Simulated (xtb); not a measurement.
C₃H₅N₃, SMILES c1c[nH]c([nH]1)=N. All values are semi-empirical tight-binding results from xtb (GFN2-xTB unless named), good for trends rather than for accurate numbers. Geometry: GFN2-xTB.

**Question.** Estimate the properties. (Estimate from the structure and the level; the computed values follow.)

**Answer.** 
| Quantity | Result |
|---|---|
| point group as xtb finds it | Cs |
| orbital gap | 4.15 eV |
| dipole moment | 3.12 D |
| zero-point energy | 53.0 kcal/mol |
| G − E(el) at 298.15 K (modified RRHO) | 35.3 kcal/mol |
| static polarisability (D4 model) | 58.9 bohr³ |
| solvation energy, GFN2-xTB/ALPB(water) | -8.5 kcal/mol |
| solvation energy, GFN2-xTB/ALPB(dmso) | -8.7 kcal/mol |

**Question.** Give the IR lines (harmonic; lines under 4 % of the strongest left out, lines within 3 cm⁻¹ merged). (The exact figures need the calculation; the answer reports its results.)

**Answer.** ν (cm⁻¹): 375 (w), 425 (m), 698 (w), 1044 (w), 1082 (w), 1209 (w), 1355 (m), 1761 (vs) (against the strongest line: vs over 80 %, s over 45 %, m over 15 %, w over 4 %, vw less)
